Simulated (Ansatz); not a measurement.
Relaxed structures of SiH3TeCl, closed shell (PBE0-D4/def2-TZVP; forces vanish, vibrations not checked; lower isomers may exist, and structures with a doubtful reference or unclear bonds are left out; Å). Ansatz 0.2.0; basis: def2-TZVPP; cores frozen in the correlated methods. Filled d shells of the heavier atoms are correlated. Core potentials replace the inner electrons of the atoms past krypton. The def2 sets are not built for correlating such inner shells, so the correlated values are less sure here.

Task: Rank them by CCSD(T) energy, lowest first, and give each one's height above the lowest. Links in brackets join atoms within 1.22 times the sum of their covalent radii (1.1 for two metals). (To be estimated.)
A.
SiH₃TeCl ([SiH][TeH2][Cl])
```
6
angstrom
Cl -2.8191 -0.7091 -1.0398
Si 2.0880 0.0194 0.7998
Te -0.4653 -0.4976 0.1602
H 0.0217 -1.3039 -1.1981
H -0.5523 1.0250 -0.4824
H 1.5391 1.2257 1.5598
```
B.
SiH₃TeCl ([Cl][SiH2][TeH])
```
6
angstrom
Cl -2.1073 -0.6632 0.1311
Si -0.2182 -0.2098 -0.5397
Te 1.4990 -0.2149 1.2490
H 0.1930 -1.2561 -1.5027
H -0.2953 1.1207 -1.1811
H 0.9287 1.2233 1.8434
```
C.
a complex of SiTe + HCl + H₂
```
6
angstrom
Cl -0.9084 -0.9336 -1.7170
Si -1.9370 -1.3888 1.5117
Te -0.3898 -0.0122 2.4621
H -0.1336 -0.2196 -0.9844
H 1.5749 1.2283 -0.1944
H 1.7600 1.2981 -0.9155
```

Result: The calculation gives: B (0.0 kJ/mol), C (217.4 kJ/mol), A (453.8 kJ/mol). Heights count from the lowest.

The T1 diagnostic stays at or below 0.017. The restricted Hartree–Fock reference is unstable towards an unrestricted one at one or more of these structures.

For scale, one of the runs: CCSD(T)/def2-TZVPP, 176 basis functions, launched by `ansatz run in.yaml --threads 2 --pin off --events-out ev --progress --plain --max-ram 4352MiB`. The run took 57 s on 2 CPU threads of an Arm Neoverse V2 (shared host), with 1.6 GiB of host memory at its peak.
